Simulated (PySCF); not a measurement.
Se⁺: excitation energy

Se⁺ [Ar] 3d10 4s2 4p3 (4S) → Se⁺ [Ar] 3d10 4s2 4p2 4d1 (high-spin determinant), as a difference of total energies. Calculation: PySCF 2.14, in aug-cc-pVTZ-DK; the spin-free X2C one-electron Hamiltonian (Gaussian nucleus). Correlated levels: valence: [Ar] 3d10 frozen. The calculations carry no spin-orbit coupling.

```csv
method,excitation energy (cm⁻¹)
UHF,109580
MP2 (valence),108640
SCS-MP2 (valence),108420
CCSD (valence),109110
CCSD(T) (valence),106610
```

The promoted electron is Rydberg-like, and one or two diffuse shells describe it only roughly, which tends to raise the upper state.

The coupled-cluster amplitudes are large for the upper state (T1 above 0.03 or a double amplitude above 0.15), so a single reference is strained.

The determinant of the upper state mixes LS terms, which raises its energy above the lowest term, most at the Hartree-Fock and MP2 levels.
